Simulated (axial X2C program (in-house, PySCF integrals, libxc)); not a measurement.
**Excited states of YS⁺ by EOM-EE-CCSD**

Computed with an in-house all-electron X2C program for linear molecules (integrals from PySCF): two-component X2C with atomic mean-field Coulomb and Gaunt terms, Gaussian nuclei, basis Y dyall-acv3z, S dyall-av3z with contracted cores.

R = 2.212 Å (near the PBE0 minimum at charge 1 of the determinant lowest at the starting distance; the state shown can have its own minimum elsewhere).

Vertical excitation energies from the closed-shell determinant state of YS⁺:

```csv
Ω,excitation (eV),cm⁻¹,hole of the leading pair,particle of the leading pair,weight of the pair (for Ω = 0 its time-reversed partner can hold as much again),singles weight
2,2.153,17364,"62% S pπ, 25% Y dπ","54% Y sσ, 25% Y dσ, 11% S pσ",0.90,0.93
1,2.172,17517,"62% S pπ, 25% Y dπ","54% Y sσ, 25% Y dσ, 11% S pσ",0.63,0.92
0⁻,2.201,17755,"62% S pπ, 24% Y dπ","54% Y sσ, 25% Y dσ, 11% S pσ",0.45,0.92
0⁺,2.202,17761,"62% S pπ, 24% Y dπ","54% Y sσ, 25% Y dσ, 11% S pσ",0.45,0.92
1,2.305,18589,"61% S pπ, 24% Y dπ","55% Y sσ, 24% Y dσ, 11% S pσ",0.64,0.92
0⁻,2.415,19481,"68% S pσ, 19% Y dσ","54% Y sσ, 24% Y dσ, 11% S pσ",0.46,0.92
1,2.416,19484,"68% S pσ, 19% Y dσ","54% Y sσ, 24% Y dσ, 11% S pσ",0.92,0.92
0⁺,2.561,20658,"68% S pσ, 19% Y dσ","54% Y sσ, 26% Y dσ, 10% S pσ",0.46,0.92
3,3.074,24792,"62% S pπ, 25% Y dπ",96% Y dδ,0.87,0.92
1,3.105,25046,"61% S pπ, 24% Y dπ",96% Y dδ,0.44,0.92
2,3.110,25081,"61% S pπ, 24% Y dπ",96% Y dδ,0.91,0.92
```

This point took 2.3 min on 1 thread of Arm Neoverse N1, on a shared host.

Reference electrons by ω block (each with its −ω partner): 1/2: 19, 3/2: 7, 5/2: 1. 16 electrons of YS⁺ correlated (inner shells frozen), 88 natural virtual spinors (a truncated set); levels can be off by some tenths of an eV. Roots sought by Ω: (0: 5, 1: 4, 2: 3, 3: 1); rows need 60 % singles weight and stop where some Ω has no more roots. Missing are any skipped roots, higher Ω and states of a further excitation; these come out far too high here and may in truth be low or lowest. T1 of the reference 0.025 (Lee–Taylor). Some roots did not converge and are left out. Number of frozen shells: Y 3 s, 2 p, 1 d; S 2 s, 1 p. Large amplitudes in the reference (orbital relaxation or multireference character) lower the reliability.
